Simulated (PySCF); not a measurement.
Shifts of the heteroatoms

Geometry:
```json
{"atom": "C1", "x (Å)": "-1.815", "y (Å)": "-1.070", "z (Å)": "0.628"}
{"atom": "O2", "x (Å)": "-0.485", "y (Å)": "-0.684", "z (Å)": "0.362"}
{"atom": "C3", "x (Å)": "-0.295", "y (Å)": "0.523", "z (Å)": "-0.239"}
{"atom": "C4", "x (Å)": "-1.414", "y (Å)": "1.332", "z (Å)": "-0.569"}
{"atom": "N5", "x (Å)": "-2.296", "y (Å)": "2.012", "z (Å)": "-0.849"}
{"atom": "C6", "x (Å)": "0.950", "y (Å)": "0.939", "z (Å)": "-0.515"}
{"atom": "Si7", "x (Å)": "2.413", "y (Å)": "-0.153", "z (Å)": "-0.069"}
{"atom": "H8", "x (Å)": "-1.752", "y (Å)": "-2.047", "z (Å)": "1.101"}
{"atom": "H9", "x (Å)": "-2.402", "y (Å)": "-1.146", "z (Å)": "-0.293"}
{"atom": "H10", "x (Å)": "-2.309", "y (Å)": "-0.366", "z (Å)": "1.306"}
{"atom": "H11", "x (Å)": "1.066", "y (Å)": "1.900", "z (Å)": "-0.991"}
{"atom": "H12", "x (Å)": "3.618", "y (Å)": "0.564", "z (Å)": "-0.489"}
{"atom": "H13", "x (Å)": "2.423", "y (Å)": "-0.378", "z (Å)": "1.376"}
{"atom": "H14", "x (Å)": "2.297", "y (Å)": "-1.426", "z (Å)": "-0.781"}
```

[PySCF 2.14.0 with density-fitted response routines: PBE0/pcSseg-1 with gauge-including orbitals; coordinates at the GFN2-xTB level; one averaged value for each set of equivalent atoms; non-relativistic Hamiltonian; gas phase; one computed conformer]

Problem. Predict the ²⁹Si NMR data.

Solution. 
| atoms | environment | σ (ppm) | δ (ppm) |
| --- | --- | --- | --- |
| Si7 | silicon bonded to C, 3 H | 437.5 | -79.6 |

Shieldings were converted by a linear fit to measured shifts: ²⁹Si (scatter 8.9 ppm rms, 25.8 ppm with the 6 outliers that the fit left out vs TMS, solution or neat liquid). Occasional misses reach two or three times the rms, and more in compound classes unlike the fitted ones.

On a 400 MHz spectrometer ²⁹Si resonates near 79.5 MHz, so 1 ppm is 79.5 Hz.

Problem. Predict the ¹⁵N NMR data.

Solution. 
```csv
atoms,environment,σ (ppm),δ (ppm)
N5,nitrile nitrogen,-57.9,-94.8
```

Shieldings were converted by a linear fit to measured shifts: ¹⁵N (scatter 6.3 ppm rms vs CH3NO2, solution or neat liquid). A few per cent of atoms miss by over 2 rms, more outside the fitted compound classes.

On a 300 MHz spectrometer ¹⁵N resonates near 30.4 MHz, so 1 ppm is 30.4 Hz.

Problem. Where does ¹⁷O resonate?

Solution. 
```csv
atoms,environment,σ (ppm),δ (ppm)
O2,ether oxygen,223.2,63.4
```

Shieldings were converted by a linear fit to measured shifts: ¹⁷O: δ = 266.70 − 0.911σ (rms 10.7 ppm, 155 shifts, 12.2 ppm with the 3 outliers that the fit left out vs liquid water, solution or neat liquid). Occasional misses reach two or three times the rms, and more in compound classes unlike the fitted ones.

On a 300 MHz spectrometer ¹⁷O resonates near 40.7 MHz, so 1 ppm is 40.7 Hz.
